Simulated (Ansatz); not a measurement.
Geometry optimisation, Ansatz 0.2.0, RKS PBE/def2-SVP.

The input (input.yaml):

```yaml
crystal:
  periodic: [false, false, false]
  atoms:
    - { symbol: Ta, position_ang: [0.0, 0.0, 0.0] }
    - { symbol: F, position_ang: [2.28, 0.0, 0.0] }
    - { symbol: F, position_ang: [0.0, 0.0, 1.93] }
    - { symbol: F, position_ang: [0.0, 0.0, -1.93] }
    - { symbol: F, position_ang: [-0.965, 1.6714, 0.0] }
    - { symbol: F, position_ang: [-0.965, -1.6714, 0.0] }
    - { symbol: P, position_ang: [0.8892, -2.2651, 1.4252] }
    - { symbol: H, position_ang: [0.0933, -3.3878, 1.0754] }
    - { symbol: H, position_ang: [2.2461, -2.5276, 1.0992] }
    - { symbol: H, position_ang: [2.1179, -1.0882, 0.6847] }
basis:
  gaussian: { orbitals: def2-SVP }
hamiltonian:
  xc: pbe
relax:
  f_tol: 0.15
  max_steps: 25
  restrain:
    - { distance: [0, 6], at: 3.72, k: 30.0 }
    - { distance: [9, 1], at: 2.12, k: 30.0 }
    - { distance: [0, 1], at: 1.93, k: 30.0 }
    - { distance: [9, 6], at: 1.42, k: 30.0 }
```

Launched with:

```bash
$ ansatz run input.yaml --threads 4 --pin off --max-ram 5120MiB --backend cpu --events-out ev --progress --plain --runs-dir out
```

Q: Where does it end, and by what steps?

A: It converged. The restraints hold the end off the free minimum; the threshold counts their pulls, which the force column leaves out. Restrained pairs: Ta1–P7 (2.82 → 3.72 Å), F2–H10 (1.30 → 2.13 Å), Ta1–F2 (2.28 → 1.91 Å), P7–H10 (1.86 → 1.43 Å). After 17 steps the energy has fallen by 4.856 eV (the restraints' own energy left out); H9 moved furthest, 1.28 Å.

```json
{"step": "0", "energy less start (eV)": "0.0000", "largest force component (eV/Å)": "2.751", "accepted": "yes"}
{"step": "1", "energy less start (eV)": "-0.4776", "largest force component (eV/Å)": "4.055", "accepted": "yes"}
{"step": "2", "energy less start (eV)": "-1.4750", "largest force component (eV/Å)": "4.824", "accepted": "yes"}
{"step": "3", "energy less start (eV)": "-2.9301", "largest force component (eV/Å)": "3.713", "accepted": "yes"}
{"step": "4", "energy less start (eV)": "-4.0373", "largest force component (eV/Å)": "1.541", "accepted": "yes"}
{"step": "5", "energy less start (eV)": "-4.5035", "largest force component (eV/Å)": "0.823", "accepted": "yes"}
{"step": "6", "energy less start (eV)": "-4.7030", "largest force component (eV/Å)": "0.707", "accepted": "yes"}
{"step": "7", "energy less start (eV)": "-4.7462", "largest force component (eV/Å)": "0.659", "accepted": "yes"}
{"step": "8", "energy less start (eV)": "-4.7572", "largest force component (eV/Å)": "0.736", "accepted": "yes"}
{"step": "9", "energy less start (eV)": "-4.7633", "largest force component (eV/Å)": "0.665", "accepted": "yes"}
{"step": "10", "energy less start (eV)": "-4.7825", "largest force component (eV/Å)": "0.601", "accepted": "yes"}
{"step": "11", "energy less start (eV)": "-4.7975", "largest force component (eV/Å)": "0.601", "accepted": "yes"}
{"step": "12", "energy less start (eV)": "-4.8054", "largest force component (eV/Å)": "0.595", "accepted": "yes"}
{"step": "13", "energy less start (eV)": "-4.8118", "largest force component (eV/Å)": "0.588", "accepted": "yes"}
{"step": "14", "energy less start (eV)": "-4.8461", "largest force component (eV/Å)": "0.564", "accepted": "yes"}
{"step": "15", "energy less start (eV)": "-4.8513", "largest force component (eV/Å)": "0.520", "accepted": "yes"}
{"step": "16", "energy less start (eV)": "-4.8529", "largest force component (eV/Å)": "0.602", "accepted": "yes"}
{"step": "17", "energy less start (eV)": "-4.8556", "largest force component (eV/Å)": "0.506", "accepted": "yes"}
```

```xyz
10
Properties=species:S:1:pos:R:3
Ta -0.069 0.102 0.014
F 1.729 0.574 0.467
F -0.424 0.235 1.868
F 0.670 -0.773 -1.490
F -0.863 1.626 -0.690
F -1.414 -1.222 -0.021
P 1.822 -2.780 1.410
H 0.387 -2.649 1.475
H 1.814 -3.007 -0.011
H 2.043 -1.375 1.263
```

Run time: 38 s on 4 threads of Arm Neoverse V1, on a shared host, peak memory 0.2 GiB.
